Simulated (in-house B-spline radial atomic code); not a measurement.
**B3LYP (VWN-RPA) excitations of In IV (In3+)**

Method: B3LYP (VWN-RPA). Computed with an all-electron radial atomic-structure program (B-spline basis): linear response of the closed shell [Kr] 4d10 with the functional's adiabatic kernel; scalar-relativistic (spin-free one-electron X2C), finite nucleus, no spin-orbit coupling, no double excitations, S, P, D and F terms only; shells from n = 2 respond. Only terms of natural parity with L up to 3 were computed.

Command:
```bash
python run_td.py task.json out
```
Settings (radii: box in bohr, nucleus in fm):
```
Z                        49
electrons                46
configuration            [Kr] 4d10
hamiltonian              x2c
method                   b3lyp
box_radius               23.08
rms_radius               4.6156
intervals                72
```

Time taken, with all properties: 5.2 s on 1 thread of Arm Neoverse N1 (shared host).

The lowest states, in the order of their Tamm-Dancoff energies; the method's threshold (minus the highest occupied level) is 49.91 eV. Labels give the largest channel, * marks a mixed state, and oscillator strengths are full-response dipole values. Semilocal kernels can invert the small singlet-triplet splittings of Rydberg terms. Energies in eV:

| state | full response | Tamm-Dancoff | oscillator strength |
| --- | --- | --- | --- |
| 4d → 5s 3D | 14.693 | 14.714 | - |
| 4d → 5s 1D | ? | ? | - |
| 4d → 5p 3P | 22.927 | 22.950 | - |
| 4d → 5p 3F | 23.098 | 23.114 | - |
| 4d → 5p 1F | ? | ? | - |
| 4d → 5p 1P | 24.330 | 24.410 | 0.801 |
| 4d → 5d 3S | 33.63 | 33.65 | - |
| 4d → 5d 3D | 33.99 | 33.99 | - |
| 4d → 5d 1D | 34.26 | 34.27 | - |
| 4d → 6s 3D | 34.84 | 34.85 | - |

(1) Where does 4d → 5p 1F lie?

(2) Where does 4d → 5s 1D lie?

(3) How large is the singlet-triplet splitting of 4d → 5s (D terms) in Tamm-Dancoff?

(4) What polarisabilities and dispersion coefficient does the method give?

Answers

(1) At 23.508 eV in full response, 23.509 eV in Tamm-Dancoff.

(2) At 15.452 eV in full response, 15.469 eV in Tamm-Dancoff.

(3) 0.755 eV, from the unrounded values.

(4) Dipole 3.473 bohr³, quadrupole 9.73 bohr⁵, C6 15.35 hartree·bohr⁶ for two such species.
